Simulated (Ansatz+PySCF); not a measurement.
The numbers below are computed, except where a source is named.
Input for Ansatz (development build ahead of 0.2.0):

```yaml
crystal:
  periodic: [false, false, false]
  atoms:
    - { symbol: Li, position_ang: [-0.78715, -0.78715, -0.78715] }
    - { symbol: F, position_ang: [-0.87308, -0.87308, 0.87308] }
    - { symbol: F, position_ang: [-0.87308, 0.87308, -0.87308] }
    - { symbol: Li, position_ang: [-0.78715, 0.78715, 0.78715] }
    - { symbol: F, position_ang: [0.87308, -0.87308, -0.87308] }
    - { symbol: Li, position_ang: [0.78715, -0.78715, 0.78715] }
    - { symbol: Li, position_ang: [0.78715, 0.78715, -0.78715] }
    - { symbol: F, position_ang: [0.87308, 0.87308, 0.87308] }
basis:
  gaussian: { orbitals: def2-SVP }
hamiltonian:
  xc: hf
correlation:
  method: mp2
  frozen_orbitals: { F: 1, Li: 0 }
scf:
  omitted_lower_state_checks: [starts, atomic_configurations, cluster_reference, orbital_swaps, given_window_search, neighbouring_geometries, increment]
```

The input is written out in the form of the current development build from the run's settings.

Output:

* Converged: yes
* Reference energy: -427.69581 hartree
* Correlation energy: -0.81470 hartree
* Total energy: -428.51051 hartree
* Spin squared of the determinant: 0.000
* Stability test: minimum among restricted orbitals
